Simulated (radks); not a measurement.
These are the eigenvalues of the occupied orbitals of an atom or ion with whole-number occupations (Ry). Method: scalar-relativistic Kohn-Sham, r2SCAN, spin-polarised, spherical densities, finite nucleus; meta-GGA in the generalised Kohn-Sham scheme; Fermi nuclear charge, rms radius of each element as measured or else 0.836 A^(1/3) + 0.57 fm; computed with a radial shooting solver on a logarithmic mesh with Libxc functionals.

1s up: -3124.757
1s down: -3124.756
2s up: -632.0662
2s down: -631.6157
2p up: -583.3323
2p down: -582.9926
3s up: -235.4468
3s down: -234.9922
3p up: -220.0119
3p down: -219.5245
3d up: -201.6486

Which element is it, and in what charge state? The configuration may be excited. Open shells, if any, are filled with parallel spins first.

Answer. Z = 58, cerium, charge +39: Ce39+ in [Ar] 3d1. The list shows which subshells hold electrons but not how many an open one holds; the 1s level, -1562.4 hartree, gives Z - s = 55.9 by -(Z - s)^2/2, which with screening and relativity narrows Z to a few neighbours, and the depths of the outer levels then fix element, charge and occupations together.
